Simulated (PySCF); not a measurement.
A structure optimised at PBE-D3(BJ)/def2-SVP, used in a PySCF frequency run:

```xyz
10

Cr    -0.1022    -0.1258     0.0000
O     -0.3219    -1.6792     0.0000
O      0.6119     1.6156     0.0000
H      1.5901     1.6240     0.0000
O     -0.9712     0.2873    -1.4734
H     -0.7046     1.2187    -1.6498
O      1.7070    -0.4619     0.0000
H      1.8347    -1.4352     0.0000
O     -0.9712     0.2873     1.4734
H     -0.7046     1.2187     1.6498
```

Write its SMILES, formula and point group.

[O]=[Cr]([OH])([OH])([OH])[OH], CrH4O5, Cs

What are its rotational constants (standard atomic weights)?

3.0348, 2.8605, 2.6145 GHz
